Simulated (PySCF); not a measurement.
**Potential energy of SrH along the bond**

Set-up: PySCF, scalar-relativistic core potentials, basis sets Sr def2-SVPD with ECP28, H def2-SVPD. Energies in eV from Sr + H in their ground configurations at the same level. State: ²Σ⁺ (doublet), unpaired electrons σ ↑.

All columns are PBE0. A positive dipole means Sr(−)H(+).

```tsv
R (Å)	E (eV)	μ (D)	Mulliken charge on Sr (basis-dependent)	HOMO (eV)	LUMO (eV)	Mayer bond order	⟨S²⟩
1.850	-1.435	-2.29	0.04	-3.61	-1.67	1.02	0.75
1.936	-1.607	-2.49	0.10	-3.67	-1.73	1.01	0.75
2.022	-1.706	-2.71	0.14	-3.73	-1.79	1.00	0.75
2.087	-1.744	-2.88	0.17	-3.77	-1.84	0.99	0.75
2.151	-1.755	-3.06	0.20	-3.81	-1.89	0.97	0.75
2.216	-1.744	-3.24	0.22	-3.85	-1.93	0.96	0.75
2.302	-1.704	-3.48	0.24	-3.91	-1.99	0.95	0.75
2.409	-1.620	-3.78	0.26	-3.98	-2.07	0.93	0.75
2.538	-1.487	-4.13	0.27	-4.06	-2.15	0.91	0.75
2.710	-1.277	-4.55	0.28	-4.16	-2.25	0.89	0.76
```

A fit through these points gives, at Re = 2.150 Å, μ = -3.06 D and dμ/dR = -2.76 D/Å; the reduced mass is 0.9964 u.

Q: How strong is the fundamental in the double-harmonic approximation, I = 42.26·(dμ/dR)²/μred km/mol?

A: I = 42.26·(-2.76)²/0.9964 = 323 km/mol at PBE0.

Spin–orbit coupling is left out. The state is the lowest determinant that a PBE0 search found; another state may lie lower at other levels.
